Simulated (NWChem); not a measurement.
Species: BAsH₃F; SMILES FB[AsH2]

```xyz
6

B     -0.5762     1.1728    -0.0019
As     0.0507    -0.7564    -0.0501
H     -0.9545    -1.2210     0.9896
H      1.1976    -0.5742     0.9296
F      0.3016     2.1585    -0.0222
H     -1.7507     1.4650    -0.0566
```
Atoms are numbered in this order, from 1.

All runs: NWChem. Coordinates come from a PBE0/def2-SVP optimisation. B3LYP is NWChem's, with the RPA form of VWN correlation. Vertical excitations in the gas phase; the lowest state need not have the same character in each row.

For level LDA (Slater exchange, VWN5)/def2-SVP, TDA:

lowest excitation, singlet (eV): 4.68
orbital gap (eV): 4.08

Question: How do the values read with level B3LYP/def2-SVP, TDA instead?

Answer: 
- lowest excitation, singlet (eV) = 5.00
- orbital gap (eV) = 5.89
